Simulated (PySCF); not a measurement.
CH₃BO, SMILES [BH3-]C#[O+]. Atoms are numbered in the order given.

```xyz
6

B      0.0000     0.0000    -1.3356
H      1.0104     0.5834    -1.6430
H     -1.0104     0.5834    -1.6430
H      0.0000    -1.1667    -1.6430
C      0.0000     0.0000     0.1841
O      0.0000     0.0000     1.3128
```

The structure is a stationary point at B3LYP-D3(BJ)/def2-TZVP.

Computed with B3LYP/def2-TZVPD in PySCF.

Symmetry labels are those of the subgroup Cs that the program uses (full group C3v).

Computed valence orbital energies around the gap with their symmetry:
```json
[
 {"orbital": "HOMO−7", "symmetry": "A'", "energy (eV)": "-32.69"},
 {"orbital": "HOMO−6", "symmetry": "A'", "energy (eV)": "-18.05"},
 {"orbital": "HOMO−5", "symmetry": "A'", "energy (eV)": "-15.61"},
 {"orbital": "HOMO−4", "symmetry": "A'", "energy (eV)": "-14.09"},
 {"orbital": "HOMO−3", "symmetry": "A\"", "energy (eV)": "-14.09"},
 {"orbital": "HOMO−2", "symmetry": "A'", "energy (eV)": "-11.05"},
 {"orbital": "HOMO−1", "symmetry": "A'", "energy (eV)": "-9.39"},
 {"orbital": "HOMO", "symmetry": "A\"", "energy (eV)": "-9.39"},
 {"orbital": "LUMO", "symmetry": "A\"", "energy (eV)": "-1.73"},
 {"orbital": "LUMO+1", "symmetry": "A'", "energy (eV)": "-1.73"},
 {"orbital": "LUMO+2", "symmetry": "A'", "energy (eV)": "-0.15"},
 {"orbital": "LUMO+3", "symmetry": "A'", "energy (eV)": "0.84"}
]
```
